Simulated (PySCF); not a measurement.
Excitation energy of N by level of theory

N [He] 2s2 2p3 (4S) → N [He] 2s1 2p3 3s1 (6S), as a difference of total energies. Calculation: PySCF 2.14, in aug-cc-pCVTZ-DK with one added diffuse shell each of s, p, d, f type (8s7p5d3f, 75 functions); the spin-free X2C one-electron Hamiltonian (Gaussian nucleus). Correlated levels: valence: 1s2 frozen; valence and next inner shell: nothing frozen. The calculations carry no spin-orbit coupling.

| method | excitation energy (cm⁻¹) |
| --- | --- |
| UHF | 112390 |
| LDA | 132040 |
| PBE | 130780 |
| PBE0 | 129790 |
| r2SCAN | 127050 |
| BLYP | 137260 |
| wB97X-V | 134740 |
| MP2 (valence) | 127230 |
| SCS-MP2 (valence) | 130500 |
| MP2 (valence and next inner shell) | 127350 |
| SCS-MP2 (valence and next inner shell) | 130570 |

Q: Estimate what PW91 gives.

A: 131230 cm⁻¹, closest to PBE among the rows shown.

Q: Estimate what BP86 gives.

A: 132410 cm⁻¹, closest to LDA among the rows shown.

The upper state lies above the first ionisation limit, but in LS coupling its spin forbids autoionisation to the ground ion. A Rydberg-like electron needs more diffuse functions than a valence basis has.

The promoted electron is Rydberg-like, and one or two diffuse shells describe it only roughly, which tends to raise the upper state.
